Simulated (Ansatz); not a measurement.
`C[C@@]12[C@H]3[C@H]4[C@H]5[C@@H]1[WH-3]4532([C]#[O+])([C]#[O+])[C]#[O+]`, charge 0, multiplicity 1.

**Question.** Give a relaxed structure at PBE0-D4/def2-TZVP (Ansatz 0.2.0). (Estimate.)

**Answer.** Computed: 
```xyz
21

C    -1.0618    1.9320   -1.4109
C    -1.1023    0.6528   -0.6459
C    -1.3252    0.5095    0.7500
C    -1.3945   -0.8814    1.0607
C    -1.1990   -1.5995   -0.1461
C    -1.0179   -0.6555   -1.1892
W     0.7788   -0.4304    0.3503
C     1.5705    0.0318    2.1162
O     2.0256    0.3001    3.1342
C     2.0645    0.9795   -0.1872
O     2.7689    1.8144   -0.5370
C     1.8950   -2.0352    0.6846
O     2.5096   -2.9876    0.8569
H    -2.0675    2.2001   -1.7475
H    -0.6861    2.7506   -0.7962
H    -0.4248    1.8478   -2.2920
H    -1.4611    1.3237    1.4464
H    -1.5914   -1.3091    2.0315
H    -1.2024   -2.6730   -0.2578
H    -0.8471   -0.8889   -2.2298
H     1.7683   -0.8818   -0.9911
```
This is one stationary point; other conformers may exist.
